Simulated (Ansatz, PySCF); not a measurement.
C3H4F2Si, SMILES C#CC(F)(F)[SiH3]. Atoms are numbered in the order given.

```xyz
10

C      0.9385    -2.3766     0.0000
C      0.2902    -1.3552     0.0000
C     -0.3920    -0.0625     0.0000
F     -1.1972     0.0381    -1.0963
F     -1.1972     0.0381     1.0963
Si     0.8408     1.4304     0.0000
H      1.4988    -3.2943     0.0000
H      1.6803     1.3415    -1.2268
H      0.0246     2.6760     0.0000
H      1.6803     1.3415     1.2268
```
Charge 0, spin multiplicity 1.

Coordinates come from a PBE0-D3(BJ)/def2-SVP optimisation. This is a generated structure with no PubChem entry under its InChIKey; it may be hypothetical.

Two levels are set side by side: PBE-D3(BJ)/def2-SVP (Ansatz, a first-principles code) and PBE0-D3(BJ)/def2-SVP (Ansatz). Each level has its own optimised geometry; the coordinates shown are those of the second. Frequencies come from the Hessian of PySCF at each geometry. Differences are taken from unrounded values.

```
quantity                            PBE0-D3(BJ)  PBE-D3(BJ)  PBE-D3(BJ) minus PBE0-D3(BJ)
----------------------------------  -----------  ----------  ----------------------------
mean bond length (Å)                      1.431       1.442                         0.011
bond C1–C2 (Å)                            1.210       1.222                         0.012
bond C2–C3 (Å)                            1.462       1.463                         0.001
bond C3–F4 (Å)                            1.364       1.384                         0.020
bond C3–F5 (Å)                            1.364       1.384                         0.020
bond C3–Si6 (Å)                           1.936       1.947                         0.011
bond C1–H7 (Å)                            1.075       1.082                         0.007
bond Si6–H8 (Å)                           1.489       1.500                         0.011
bond Si6–H9 (Å)                           1.489       1.500                         0.010
bond Si6–H10 (Å)                          1.489       1.500                         0.011
highest harmonic wavenumber (cm⁻¹)         3485        3403                           -83
mean harmonic wavenumber (cm⁻¹)            1022         980                           -42
zero-point energy (kcal/mol)              35.07       33.64                         -1.44
```

GGA bonds tend to be longer and softer than those of functionals with exact exchange. Differences between two approximate levels are no errors against the true value.
